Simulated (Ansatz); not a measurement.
Start from `N[SiH2]O[SiH](N)O` and change one atom or group to get `N[Si@H](Cl)O[Si@@H](N)O`.

Ansatz, PBE0-D4/def2-TZVP geometries, multiplicity 1. Each molecule was computed in one conformer, which needn't be the lowest.

```json
{"property": "HOMO energy (PBE0/def2-TZVPP) / eV", "`N[SiH2]O[SiH](N)O`": "-7.63"}
{"property": "HOMO–LUMO gap (PBE0/def2-TZVPP) / eV", "`N[SiH2]O[SiH](N)O`": "8.13"}
{"property": "HOMO energy (PBE/def2-TZVPP) / eV", "`N[SiH2]O[SiH](N)O`": "-6.19"}
{"property": "LUMO energy (PBE0/def2-TZVPP) / eV", "`N[SiH2]O[SiH](N)O`": "0.50"}
{"property": "LUMO energy (PBE/def2-TZVPP) / eV", "`N[SiH2]O[SiH](N)O`": "-0.33"}
{"property": "HOMO energy (ωB97M-V/def2-TZVPP) / eV", "`N[SiH2]O[SiH](N)O`": "-10.02"}
```

Q: Give the same properties after the change, and the shifts. (Best estimate.)

A: The calculation gave: 
| property | `N[Si@H](Cl)O[Si@@H](N)O` | shift |
| --- | --- | --- |
| HOMO energy (PBE0/def2-TZVPP) / eV | -7.64 | -0.01 |
| HOMO–LUMO gap (PBE0/def2-TZVPP) / eV | 8.49 | 0.36 |
| HOMO energy (PBE/def2-TZVPP) / eV | -6.17 | 0.02 |
| LUMO energy (PBE0/def2-TZVPP) / eV | 0.86 | 0.36 |
| LUMO energy (PBE/def2-TZVPP) / eV | 0.03 | 0.36 |
| HOMO energy (ωB97M-V/def2-TZVPP) / eV | -10.05 | -0.03 |
